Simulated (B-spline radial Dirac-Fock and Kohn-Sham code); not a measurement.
**Dipole and non-dipole photoemission parameters of Tb 4s**

System: the Tb atom, configuration [Xe] 4f9 6s2; threshold 396.0 eV (tabulated edge). Calculated with a radial atomic solver, using Dirac-Hartree-Slater photoionisation with a Latter tail; cross sections with all multipoles, angular parameters from the dipole term and its interference with E2.

Input of the calculation (task.json; shells as n, l, electrons):

```json
{"items": [{
  "Z": 65,
  "q": 0,
  "cfg": [[1, 0, 2], [2, 0, 2], [2, 1, 6], [3, 0, 2], [3, 1, 6], [3, 2, 10], [4, 0, 2], [4, 1, 6], [4, 2, 10], [4, 3, 9], [5, 0, 2], [5, 1, 6], [6, 0, 2]],
  "A": 159,
  "rrms": 5.06,
  "do": "xps",
  "hv": [50.8, 60, 80, 94.0, 96.1, 107.0, 140.0, 150, 165.0, 190.0, 318.0, 400, 423.0, 446.0, 492.0, 785.0, 897.0, 1000.0, 1470.0, 1670.0, 2580.0, 2810.0, 3340.0, 6000, 6080.0, 6290.0, 8047.8, 12000, 15000],
  "edges": {"K": 51996.0, "L1": 8708.0, "L2": 8252.0, "L3": 7514.0, "M1": 1968.0, "M2": 1768.0, "M3": 1611.0, "M4": 1276.9, "M5": 1241.1, "N1": 396.0, "N2": 322.4, "N3": 284.1, "N4": 150.5, "N5": 150.5}
}]}
```

Launch: `python xray2_run.py task.json out`

```tsv
hν (eV)	σ (kb)	β	γ
423	95.6	1.863	0.414
446	?	?	?
492	86.1	1.891	0.495
785	52.6	1.935	0.516
897	44.3	1.941	0.493
1000	38.2	1.946	0.468
1470	21.7	1.957	0.343
1670	17.8	1.960	0.291
2580	8.52	1.967	0.097
2810	7.35	1.968	0.060
3340	5.41	1.970	-0.011
6000	1.82	1.974	-0.137
6080	1.77	1.974	-0.137
6290	1.66	1.974	-0.136
8047.8	1.03	1.975	-0.089
12000	0.457	1.976	0.154
15000	0.287	1.975	0.384
```

Task: Give the values at 446 eV.

Result: σ = 93.3 kb, β = 1.874, γ = 0.452. For an s subshell δ is negligible.
